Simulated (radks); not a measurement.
Coulomb parameter of the 4d shell of neutral niobium in the model configuration [Kr] 4d3 5s1 5p1, as a second difference U = [E(n + 0.25) + E(n - 0.25) - 2 E(n)] / (0.25)^2 with all orbitals relaxed. "Bare": the charge of the atom changes with n. "Screened": the 5p shell takes up the change at fixed total charge, which measures U(4d,4d) + U(5p,5p) - 2 U(4d,5p). Method: Dirac Kohn-Sham, PBE, spin-unpolarised, spherical densities, finite nucleus; open shells are shared between the two j in proportion to 2j + 1; Fermi nuclear charge, rms radius 4.324 fm; computed with a radial shooting solver on a logarithmic mesh with Libxc functionals.

case                     configuration  E - E(n) (eV)
start                 [Kr] 4d3 5s1 5p1          0.000
bare +0.25         [Kr] 4d3.25 5s1 5p1         -1.213
bare -0.25         [Kr] 4d2.75 5s1 5p1          1.699
screened +0.25  [Kr] 4d3.25 5s1 5p0.75         -0.868
screened -0.25  [Kr] 4d2.75 5s1 5p1.25          0.991

U(bare) = 7.769 eV, U(screened by 5p) = 1.967 eV, against the Slater integral F0(4d,4d) = 12.404 eV with frozen orbitals. The step up makes a negative ion, whose loosely bound charge lowers the bare value.
